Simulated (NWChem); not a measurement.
Everything below was run with NWChem. System: H$_{2}$O$_{3}$P, charge 1, spin multiplicity 1, at the geometry of a parent with another charge or spin, in a state set for the comparison that need not be this species' ground state. Level: BLYP/def2-SVPD.

The NWChem input:

```
start mol
memory heap 200 mb stack 900 mb global 1100 mb
charge 1
geometry units angstroms nocenter noautoz noautosym
  O      1.455003    -0.094852     0.557536
  P      0.226000     0.003469    -0.274740
  O     -0.931202    -1.131570    -0.013448
  O     -0.677141     1.326938    -0.017063
  H     -0.548051    -2.013888     0.087766
  H     -1.615235     1.157723    -0.182867
end
basis spherical
  * library def2-svpd
end
dft
  xc becke88 lyp
  semidirect memsize 60000000 filesize 0
  iterations 100
end
task dft energy
```

Part of the output:

```
             Northwest Computational Chemistry Package (NWChem) 7.3.0
             --------------------------------------------------------

                                NWChem Input Module
                                -------------------

 Scaling coordinates for geometry "geometry" by  1.889725989
 (inverse scale =  0.529177249)

                             Geometry "geometry" -> ""
                             -------------------------

 Output coordinates in angstroms (scale by  1.889725989 to convert to a.u.)

  No.       Tag          Charge          X              Y              Z
 ---- ---------------- ---------- -------------- -------------- --------------
    1 O                    8.0000     1.45500300    -0.09485200     0.55753600
    2 P                   15.0000     0.22600000     0.00346900    -0.27474000
    3 O                    8.0000    -0.93120200    -1.13157000    -0.01344800
    4 O                    8.0000    -0.67714100     1.32693800    -0.01706300
    5 H                    1.0000    -0.54805100    -2.01388800     0.08776600
    6 H                    1.0000    -1.61523500     1.15772300    -0.18286700

 Effective nuclear repulsion energy (a.u.)     181.7731240283

            Nuclear Dipole moment (a.u.)
            ----------------------------
        X                 Y               Z
 ---------------- ---------------- ----------------
    -0.0000113384    -0.0000037795    -0.0000018897


 Summary of "ao basis" -> "" (spherical)
 ------------------------------------------------------------------------------
       Tag                 Description            Shells   Functions and Types
 ---------------- ------------------------------  ------  ---------------------
 *                         def2-svpd                  on all atoms

                                 NWChem DFT Module
                                 -----------------

 Summary of "ao basis" -> "ao basis" (spherical)
 ------------------------------------------------------------------------------
       Tag                 Description            Shells   Functions and Types
[...]
 Vector   20  Occ=2.000000D+00  E=-5.548151D-01
              MO Center=  8.3D-01, -2.5D-01,  3.3D-01, r^2= 2.0D+00
   Bfn.  Coefficient  Atom+Function         Bfn.  Coefficient  Atom+Function
  ----- ------------  ---------------      ----- ------------  ---------------
     6      0.521268  1 O  py                 9      0.330501  1 O  py
    52      0.248908  3 O  px                54      0.191242  3 O  pz
     5      0.189358  1 O  px                55      0.146267  3 O  px
    57      0.135827  3 O  pz                38      0.118489  2 P  d -2
     8      0.103140  1 O  px                75     -0.080648  4 O  px

 Vector   21  Occ=0.000000D+00  E=-4.759414D-01
              MO Center=  2.9D-01, -1.0D-02, -3.2D-01, r^2= 2.4D+00
   Bfn.  Coefficient  Atom+Function         Bfn.  Coefficient  Atom+Function
  ----- ------------  ---------------      ----- ------------  ---------------
    27      0.417607  2 P  s                  7      0.371453  1 O  pz
    26      0.350770  2 P  s                 34     -0.308418  2 P  pz
    37     -0.275747  2 P  pz                10      0.233384  1 O  pz
    77      0.226592  4 O  pz                54      0.207984  3 O  pz
    25      0.205131  2 P  s                 52     -0.173819  3 O  px

 Vector   22  Occ=0.000000D+00  E=-2.488681D-01
              MO Center=  2.2D-01, -1.4D-01, -4.0D-01, r^2= 3.2D+00
   Bfn.  Coefficient  Atom+Function         Bfn.  Coefficient  Atom+Function
  ----- ------------  ---------------      ----- ------------  ---------------
    36      0.575091  2 P  py                51     -0.396541  3 O  s
    33      0.393769  2 P  py                 6     -0.282575  1 O  py
    73     -0.260077  4 O  s                 74      0.235462  4 O  s
     9     -0.230842  1 O  py                52      0.224237  3 O  px
    44     -0.203227  2 P  d -1              50      0.196191  3 O  s

 Vector   23  Occ=0.000000D+00  E=-2.273588D-01
              MO Center= -8.2D-01, -4.6D-01, -3.2D-02, r^2= 5.1D+00
   Bfn.  Coefficient  Atom+Function         Bfn.  Coefficient  Atom+Function
  ----- ------------  ---------------      ----- ------------  ---------------
    28      0.877336  2 P  s                 74      0.421832  4 O  s
    50     -0.401508  3 O  s                 37      0.304832  2 P  pz
     4     -0.303135  1 O  s                 73     -0.290658  4 O  s
    35     -0.276411  2 P  px                59     -0.245673  3 O  py
    49     -0.243309  3 O  s                 72     -0.213717  4 O  s

 center of mass
 --------------
 x =   0.05524422 y =   0.01989112 z =  -0.00410408

 moments of inertia (a.u.)
 ------------------
         219.892269844270           1.778460909354         -41.751429459610
           1.778460909354         238.793531641421           4.941580423071
         -41.751429459610           4.941580423071         406.130046334525

     Multipole analysis of the density
     ---------------------------------

     L   x y z        total         alpha         beta         nuclear
     -   - - -        -----         -----         ----         -------
     0   0 0 0      1.000000    -20.000000    -20.000000     41.000000

     1   1 0 0     -0.920565     -0.460277     -0.460277     -0.000011
     1   0 1 0     -0.633380     -0.316688     -0.316688     -0.000004
     1   0 0 1     -0.832925     -0.416461     -0.416461     -0.000002

     2   2 0 0    -17.852973    -64.665463    -64.665463    111.477953
     2   1 1 0     -1.311278      0.446092      0.446092     -2.203461
     2   1 0 1     -0.685830    -11.052986    -11.052986     21.420142
     2   0 2 0    -14.413177    -60.411776    -60.411776    106.410375
     2   0 1 1     -0.583957      1.288605      1.288605     -3.161167
     2   0 0 2    -18.495492    -15.789795    -15.789795     13.084099

 Task  times  cpu:        6.5s     wall:        6.5s

 Total times  cpu:        6.5s     wall:        6.5s
```
